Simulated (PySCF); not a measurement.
PySCF 2.14 output of an unrestricted wB97M-V calculation on a single atom or ion in aug-cc-pwCVTZ-PP with ECP60MDF (8s8p7d4f3g, 122 functions), with a scalar-relativistic core potential:

```
SCF conv_tol = 1e-09
number electrons alpha = 9  beta = 8
    N. Mardirossian and M. Head-Gordon.,  J. Chem. Phys. 144, 214110 (2016)
cycle= 1 E= -151.088375443821  delta_E= -0.00801  |g|= 0.0249  |ddm|= 0.111
cycle= 2 E= -151.088539504264  delta_E= -0.000164  |g|= 0.00424  |ddm|= 0.0148
cycle= 3 E= -151.088556438676  delta_E= -1.69e-05  |g|= 0.0016  |ddm|= 0.00627
cycle= 4 E= -151.088561297428  delta_E= -4.86e-06  |g|= 0.000612  |ddm|= 0.0041
cycle= 5 E= -151.088562141313  delta_E= -8.44e-07  |g|= 0.000213  |ddm|= 0.00211
cycle= 6 E= -151.088562193955  delta_E= -5.26e-08  |g|= 4.65e-05  |ddm|= 0.000528
cycle= 7 E= -151.088562199537  delta_E= -5.58e-09  |g|= 6.03e-06  |ddm|= 0.000201
cycle= 8 E= -151.088562199603  delta_E= -6.6e-11  |g|= 2.89e-07  |ddm|= 2.27e-05
converged SCF energy = -151.088562199603  <S^2> = 0.75127636  2S+1 = 2.001276
```

The run itself started from symmetry-adapted Hartree-Fock orbitals and held the occupation by maximum overlap, on a logarithmic radial grid, so the iterations belong to that start.

Problem. Which element, charge and spin multiplicity is this?

Solution. Hg³⁺ (mercury, charge +3), multiplicity 2; the state was [Xe] 4f14 5d9, 2D determinant.

Energies and moments cover only the electrons outside the core potential. Spin-orbit coupling, absent here, splits the open shell strongly.
